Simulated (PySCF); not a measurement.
**Aluminium: a sound run and one with changed settings**

Sound run: Al⁺ [Ne] 3s2, Al²⁺ [Ne] 3s1. Calculation: PySCF 2.14, in jorge-DZP-DKH (7s4p1d, 24 functions); the spin-free X2C one-electron Hamiltonian (Gaussian nucleus). In the sound run the correlated levels freeze [Ne]. The sound run starts from symmetry-adapted Hartree-Fock orbitals and uses a fine grid where one is needed.

Changed run: the non-relativistic Hamiltonian (point nucleus). This setting is unsound on purpose.

```csv
species,method,sound run (hartree),changed run (hartree),converged
Al⁺,UHF,-242.10170,-241.61127,yes
Al⁺,r2SCAN,-242.53961,-242.04676,yes
Al⁺,B3LYP,-242.60305,-242.10930,yes
Al⁺,MP2,-242.12714,-241.63675,yes
Al⁺,CCSD(T),-242.14021,-241.64988,yes
Al²⁺,UHF,-241.45702,-240.96793,yes
Al²⁺,r2SCAN,-241.86336,-241.37194,yes
Al²⁺,B3LYP,-241.90629,-241.41400,yes
```

Ionisation energy of Al⁺:

| method | sound run (eV) | changed run (eV) |
| --- | --- | --- |
| UHF | 17.543 | 17.506 |
| r2SCAN | 18.402 | 18.363 |
| B3LYP | 18.960 | 18.920 |
| MP2 | 18.235 | 18.199 |
| SCS-MP2 | 18.373 | 18.338 |
| CCSD | 18.591 | 18.557 |
| CCSD(T) | 18.591 | 18.557 |
| CCSDT | 18.591 | 18.557 |
| FCI | 18.591 | 18.557 |

Most of the change in total energy is the relativistic energy itself. On top of that the contraction fixes the core shape for the Hamiltonian it was made with, so the changed run is not a good calculation with the other Hamiltonian either.

For comparison, NIST gives 18.829 eV between the lowest levels.
